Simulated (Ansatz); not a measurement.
Reaction (ligand exchange at a B–C bond): `[AlH2]/[CH]=C/B[SiH3]` + `CNC` → `CN(C)B[SiH3]` + `C=[CH][AlH2]`

Computed with Ansatz on PBE0-D4/def2-TZVP structures; ΔE is electronic, products minus reactants. CCSD(T)/CBS is the MP2 limit (def2-TZVPP, def2-QZVPP) plus CCSD(T) − MP2 in def2-TZVPP, frozen cores. DFT in def2-TZVPP. B3LYP here is the variant with VWN-RPA as its local correlation; programs differ in this. Each species was taken in one conformer, which may not be the lowest.

| level | ΔE (kcal/mol) | difference from CCSD(T)/CBS |
| --- | --- | --- |
| PBE-D4 | -34.6 | 0.2 |
| r2SCAN-D4 | -34.6 | 0.2 |
| PBE0-D4 | -34.2 | 0.6 |
| B3LYP-D4 | -34.5 | 0.3 |
| ωB97X-V | -34.2 | 0.6 |
| ωB97M-V | -35.0 | -0.2 |
| B2PLYP | -34.3 | 0.5 |
| PBE | -33.9 | 0.9 |
| r2SCAN | -34.4 | 0.4 |
| PBE0 | -33.6 | 1.2 |
| B3LYP | -33.4 | 1.4 |
| HF/def2-TZVPP | -30.2 | 4.6 |
| MP2/def2-TZVPP | -35.6 | -0.8 |
| SCS-MP2/def2-TZVPP | -34.8 | 0.0 |
| CCSD/def2-TZVPP | -34.5 | 0.3 |
| CCSD(T)/def2-TZVPP | -35.2 | -0.4 |
| HF/def2-QZVPP | -30.2 | 4.6 |
| MP2/def2-QZVPP | -35.4 | -0.6 |
| SCS-MP2/def2-QZVPP | -34.6 | 0.2 |
| HF/CBS(def2) | -30.2 | 4.6 |
| MP2/CBS(def2) | -35.3 | -0.5 |
| CCSD/CBS(def2) | -34.1 | 0.7 |
| CCSD(T)/CBS | -34.8 | 0 |

Largest T1 diagnostic among the species: 0.013.

The D4 term adds −1.1 kcal/mol with B3LYP and −0.6 kcal/mol with PBE0; it sums over pairs of atoms, weighted by their polarisabilities, and B3LYP, whose exchange is more repulsive, gets the larger term. In def2-TZVPP, CCSD(T) changes the Hartree–Fock value by −5.0 kcal/mol (the triples alone add −0.7 kcal/mol) and MP2 by −5.4 kcal/mol.
